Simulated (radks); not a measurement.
Values are calculated unless marked as measured or tabulated.
Isoelectronic series with 12 electrons, each ion in its NIST ground configuration. Code: a radial shooting solver on a logarithmic mesh with Libxc functionals. Model: scalar-relativistic Kohn-Sham, PBEsol, spin-polarised, spherical densities, finite nucleus; Fermi nuclear charge, rms radius of each element as measured or else 0.836 A^(1/3) + 0.57 fm. Total energies (hartree) and orbital eigenvalues (eV):

ion,configuration,E (hartree),3s,2p,2s,1s
Ar6+,[Ne] 3s2,-517.13612,-115.9505,-343.1133,-409.1662,-3234.733
K7+,[Ne] 3s2,-585.07112,-145.7011,-417.0899,-489.0012,-3662.050
Ca8+,[Ne] 3s2,-657.32538,-178.5712,-497.9801,-575.8720,-4117.329
Sc9+,[Ne] 3s2,-733.90895,-214.5570,-585.7789,-669.7860,-4600.634
Ti10+,[Ne] 3s2,-814.83279,-253.6580,-680.4856,-770.7562,-5112.042
V11+,[Ne] 3s2,-900.10876,-295.8765,-782.1024,-878.8001,-5651.634
Mn13+,[Ne] 3s2,-1083.76801,-389.6846,-1006.087,-1116.195,-6815.733

Estimate the row of Cr12+ ([Ne] 3s2).

Answer. E (hartree) -989.74936; 3s -341.2168; 2p -890.6341; 2s -993.9384; 1s -6219.499.
